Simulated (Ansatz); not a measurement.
Li₄O₂. Charge 0, multiplicity 1. Geometry r2SCAN-D4/def2-TZVP, basis def2-TZVP, Ansatz.

```xyz
6

Li   -0.9850   -0.7770    0.5494
Li    0.7069    0.4834    1.0689
Li    1.4282   -1.2191   -1.6939
Li   -0.6533    1.0882   -0.5141
O     0.4982   -0.4252   -0.5905
O    -0.9951    0.8497    1.1802
```

```tsv
run	HOMO (eV)	LUMO (eV)
A	-2.62	-1.78
B	-7.31	0.00
C	-3.68	-1.28
D	-2.43	-1.27
E	-2.41	-1.84
```

Another isomer (singlet) lies 0.40 eV lower at PBE0-D4/def2-TZVP; other spin states weren't run for this one.

The runs used B97M-V, HF, PBE, PBE0, r2SCAN. Estimate which is which.

A B97M-V (0 % exact exchange); B HF (100 % exact exchange); C PBE0 (25 % exact exchange); D r2SCAN (0 % exact exchange); E PBE (0 % exact exchange). Exact exchange lowers occupied and raises empty levels; among semilocal functionals meta-GGAs tend to open the gap a little, and such runs are hard to tell apart. The gap grows from 0.57 eV (PBE) to 7.32 eV (HF).
